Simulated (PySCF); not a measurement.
# Orbital picture of CdTe

B3LYP at R = 2.805 Å; PySCF, scalar-relativistic core potentials, basis sets Cd def2-TZVPPD with ECP28, Te def2-TZVPPD with ECP28. State: ³Π (triplet), unpaired electrons σ ↑, π ↑. Only the outer orbitals are listed, counted within each symmetry, core potentials removing the inner ones.

```
spin  orbital  occ.  ε (eV)  on Cd (%)            main shells (%)
   α       8σ     1   -8.41         51           49 Cd s, 48 Te p
   α       5π     1   -7.19          2                    98 Te p
   α       5π     1   -6.26          3                    97 Te p
   α       9σ     1   -5.59         63  45 Cd s, 36 Te p, 17 Cd p
   α       6π     0   -1.16         93                    93 Cd p
   α       6π     0   -1.03         93                    93 Cd p
   α      10σ     0    0.02         66           64 Cd p, 46 Te p
   β       8σ     1   -7.68         58           56 Cd s, 40 Te p
   β       5π     1   -5.88          3                    96 Te p
   β       5π     0   -4.33          5                    95 Te p
   β       9σ     0   -3.65         58  41 Cd s, 40 Te p, 17 Cd p
   β       6π     0   -0.81         89                    89 Cd p
```

**Question.** Which are the highest filled and the lowest empty level, where do they sit, and how wide is the gap?

**Answer.** Highest filled α 9σ at -5.59 eV (in %: 45 Cd s, 36 Te p, 17 Cd p); lowest empty β 5π at -4.33 eV (in %: 95 Te p); the gap at B3LYP is 1.26 eV.

| Quantity | Value |
| --- | --- |
| bond order (Mayer) | 0.88 |
| ⟨S²⟩ | 2.007 |
| charge on Cd (Mulliken, basis-dependent) | 0.17 |
| charge on Cd (Löwdin, basis-dependent) | 0.38 |
| dipole moment (positive dipole means Cd(−)Te(+)) | -1.67 D |
| polarisability along the bond | 136.9 bohr³ |
| polarisability across the bond | 73.0 bohr³ |

Spin–orbit coupling is left out. The state is the lowest determinant that a PBE0 search found; another state may lie lower at other levels.
